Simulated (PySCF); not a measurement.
A GIAO shielding run with PySCF 2.14 (density fitting, non-relativistic, gas phase) on `C(CC(F)(F)F)[SiH2-]`, [C₃H₆F₃Si]-:

```
$ OMP_NUM_THREADS=1 python probes_run.py task.json out

{"job": {"kind": "nmr", "xc": "PBE0", "basis": "pcSseg-1"}, "charge": -1, "multiplicity": 1}
F     -2.347296    -0.709935     0.385912
C     -1.688561     0.352879    -0.118335
F     -1.951060     1.375613     0.720010
F     -2.377939     0.666725    -1.260571
C     -0.222551     0.112560    -0.356273
C      0.552906    -0.234402     0.902606
Si     2.406118    -0.527132     0.530642
H     -0.144308    -0.701536    -1.082178
H      0.182715     1.022144    -0.808250
H      0.122382    -1.130461     1.357750
H      0.446061     0.576408     1.628242
H      2.718917     0.708483    -0.224281
H      2.298230    -1.510858    -0.571594
```

Hardware: 1 thread of an Intel Xeon, shared host. The job also computes population analyses, field gradients.

Question: How large is the calculation?

Answer: 66 electrons, 156 basis functions and 833 auxiliary functions.

Question: How long does it take, and how much memory does it need?

Answer: 35 s of wall time, with 13 SCF cycles and 5 response iterations; peak memory 0.72 GiB. Times on a shared host scatter by some tens of per cent.
